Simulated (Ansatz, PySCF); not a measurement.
Process, species as SMILES: [H][S@OH27]([H])([H])([H])([H])[H] (H6S) -> [H][S@OH20-]([H])([H])([H])[H] + H+
Geometries: B3LYP-D3(BJ)/def2-TZVP minima from Ansatz (a quantum-chemistry and plane-wave program).

Quantity: gas-phase deprotonation energy (electronic energy difference), in kcal/mol. Valence correlation only, unless marked. No spin-orbit coupling. No relativistic terms. Anions need diffuse functions: aug- sets have them; def2-D sets add few; the other sets have none. CBS(X,Y): correlation extrapolated as X^-3; Hartree-Fock from the larger set. The bracket is a focal-point correction in the basis named.

```tsv
level	program	gas-phase deprotonation energy (kcal/mol)
HF/aug-cc-pV(Q+d)Z	Ansatz	368.2
HF/cc-pV(Q+d)Z	Ansatz	372.2
revPBE/def2-TZVPD	Ansatz	349.8
BP86-D3(BJ)/def2-TZVPD	PySCF + dftd3	346.3
```

Problem. Predict the RI-MP2/CBS(aug-cc-pV(T+d)Z,aug-cc-pV(Q+d)Z)+[CCSD(T)-MP2]/aug-cc-pV(T+d)Z result (Ansatz).

Solution. 355.7 kcal/mol, so BP86-D3(BJ)/def2-TZVPD differs from it by -9.4 kcal/mol.
